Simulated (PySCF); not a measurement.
Vibration and rotation of Sb2

RHF-CCSD(T) constants of Sb2, ¹Σg⁺ (singlet), closed shell (basis Sb cc-pVDZ-PP with ECP28; scalar-relativistic core potentials; PySCF 2.14; masses 120.9038 and 120.9038 u):

```
ωe              : 260.2 cm⁻¹
ωexe            : 0.608 cm⁻¹
Be              : 0.042991 cm⁻¹
αe              : 0.000111 cm⁻¹
D (centrifugal) : 4.69e-09 cm⁻¹
De to Sb + Sb   : 2.11 eV
```

Q: Estimate the standard entropy (1 bar) and heat capacity of the ideal gas at 1000 K, rigid rotor with B0 and harmonic oscillator at the fundamental.

A: Translation (Sackur–Tetrode, M = 241.81 u): 202.5 J/(mol K). Rotation: q = kT/(σB0) = 8090 with σ = 2, 83.1. Vibration: x = hcν0/kT = 0.373, 16.57. S° = 302.2 J/(mol K); Cp = 7R/2 + 8.22 = 37.3 J/(mol K).

Correlated steps freeze 8 core orbitals. Correlated levels converge slowly with the basis: in double zeta they bind strong bonds too weakly, by up to about 1 eV, and carry superposition errors of some tenths. Spin–orbit coupling is left out, which matters for elements this heavy, above all for dissociation energies. Where the molecule has an RHF reference, its open-shell atoms are computed with UHF.
